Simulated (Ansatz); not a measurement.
Consider the redistribution: `C=C[SiH](Cl)Cl` + `FB1OC=CO1` → `C=C[Si](F)(Cl)Cl` + `B1OC=CO1`.

Calculated with Ansatz (gas phase, PBE0-D4/def2-TZVP geometries, no zero-point term in ΔE). CCSD(T)/CBS is the MP2 limit (def2-TZVPP, def2-QZVPP) plus CCSD(T) − MP2 in def2-TZVPP, frozen cores. Functionals use def2-TZVPP. Each species was taken in one conformer, which may not be the lowest.

(1) Is it downhill or uphill in electronic energy at CCSD(T)/CBS, and by how much? (Best estimate.)

(2) What do these levels give: PBE-D4, PBE0-D4, r2SCANh-D4, r2SCAN0-D4, ωB97M-V, PBE0? (Estimate.)

(3) What do rigid-rotor, harmonic-oscillator terms from PBE0-D4/def2-TZVP frequencies (298.15 K, 1 bar) make of the CCSD(T)/CBS value? (Estimate.)

Largest T1 diagnostic among the species: 0.016.

## Answers

(1) The calculation gave: Downhill: ΔE = -0.30 eV.

(2) Computed: PBE-D4 -0.25, PBE0-D4 -0.23, r2SCANh-D4 -0.27, r2SCAN0-D4 -0.25, ωB97M-V -0.28, PBE0 -0.21 eV.

(3) Ansatz gave: ΔZPE = +0.02 eV, ΔH = -0.28 eV, ΔS = -3 J/(mol·K), ΔG = -0.28 eV.

At CCSD(T), def2-SVP lies +0.30 eV from the extrapolated value and def2-TZVPP +0.04 eV. In def2-TZVPP, CCSD(T) changes the Hartree–Fock value by −0.09 eV (the triples alone add −0.02 eV) and MP2 by −0.13 eV.
